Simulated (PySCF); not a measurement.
SrF2, SMILES [F][Sr][F]. Atoms are numbered in the order given.

```xyz
3

Sr     0.0000     0.0000     0.2918
F      0.0000    -1.9366    -0.6161
F      0.0000     1.9366    -0.6161
```

The structure is a stationary point at B3LYP-D3(BJ)/def2-TZVP. The isomer is the one that the SMILES or the coordinates give; other isomers of the formula were not compared. The def2 effective core potentials stand for the cores of Sr; spin–orbit coupling is left out.

Calculation: HF/def2-TZVPD (PySCF).

Mulliken values depend strongly on the basis, most of all with diffuse functions as here. ESP charges are fitted to the potential on shells at 1.4 to 2.0 van der Waals radii. Atomic charges (e):

```tsv
atom	Mulliken	ESP fit
Sr1	1.88	1.53
F2	-0.94	-0.76
F3	-0.94	-0.76
```
